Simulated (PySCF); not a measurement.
Mayer bond orders and bond lengths

C5H4F2.
SMILES with atom numbers: `[CH3:1]/[C:2]([F:3])=[C:4]1[CH:5]=[C:6]/1[F:7]` (hydrogens: H8, H9, H10 on C1; H11 on C5)

Structure used (GFN2-xTB), in Å, numbered top down from 1:
```xyz
11
C5H4F2 angstrom
C     -1.7198    0.4344    0.3241
C     -0.6013   -0.5443    0.1888
F     -0.9792   -1.8427    0.4145
C      0.6488   -0.2945   -0.1108
C      2.0566   -0.6912   -0.3739
C      1.7391    0.5815   -0.4456
F      2.1078    1.8194   -0.6615
H     -1.3570    1.4391    0.1324
H     -2.5139    0.1953   -0.3828
H     -2.1387    0.3863    1.3289
H      2.7630   -1.4805   -0.4400
```

Bond orders from the PBE0/pcSseg-1 density (PySCF). Geometry: GFN2-xTB; no solvent, vibrations or thermal averaging.

Task: Where do the orders between heavy atoms depart from those drawn in the SMILES?

Result: The largest departure is 0.308, at C2–C4 (drawn double, 1.692). Drawn single, order below 0.88: C4–C5 (0.731). Drawn double or triple, more than 0.30 short of the drawn order: C2–C4 (1.692) and C5–C6 (1.699).

Task: Give the Mayer order of every bond, beside its length.

Result: 
```tsv
bond	drawn as	length (Å)	Mayer order
C1–C2	single	1.492	1.088
C2–F3	single	1.371	0.880
C2–C4	double	1.310	1.692
C4–C5	single	1.486	0.731
C5–C6	double	1.314	1.699
C6–F7	single	1.310	1.061
C6–C4	single	1.438	0.979
C1–H8	single	1.085	0.960
C1–H9	single	1.090	0.940
C1–H10	single	1.090	0.940
C5–H11	single	1.061	1.025
```

Bonds between the same two heavy elements. C–C: lowest C4–C5 (0.731, 1.486 Å), highest C5–C6 (1.699, 1.314 Å); in 2 of the 10 pairs the longer bond (by over 0.003 Å) has the higher order (by 0.02 or more). C–F: lowest C2–F3 (0.880, 1.371 Å), highest C6–F7 (1.061, 1.310 Å).

Task: Sum the orders of all bonds at each heavy atom with more than one neighbour and set the sums beside the valence in the SMILES.

Result: C1 3.928 (drawn 4), C2 3.660 (drawn 4), C4 3.402 (drawn 4), C5 3.455 (drawn 4), C6 3.739 (drawn 4). Orders between atoms that aren't bonded are not in these sums.

Mayer orders depend on the basis set.
